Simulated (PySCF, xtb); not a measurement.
C₂H₅AlCl₂O, SMILES C(C)[O][Al]([Cl])[Cl]. One conformer was computed; it need not be the lowest.

Harmonic wavenumbers (cm⁻¹) from xtb with GFN2-xTB at its own minimum, in rising order: 19, 50, 114, 133, 145, 220, 273, 387, 436, 628, 689, 832, 987, 1091, 1146, 1210, 1253, 1332, 1398, 1473, 1476, 1490, 2906, 2923, 3035, 3037, 3045.

Question: What does PBE-D3(BJ)/def2-SVP in PySCF give at its own minimum? (Estimate from the structure and the level; the computed values follow.)

Answer: 32, 60, 69, 142, 204, 218, 291, 406, 434, 617, 734, 785, 925, 1073, 1129, 1167, 1264, 1326, 1360, 1408, 1422, 1449, 2934, 2966, 2988, 3058, 3068. Paired by order, the mean absolute difference is 30 cm⁻¹ and the zero-point energies are 45.4 and 45.1 kcal/mol.
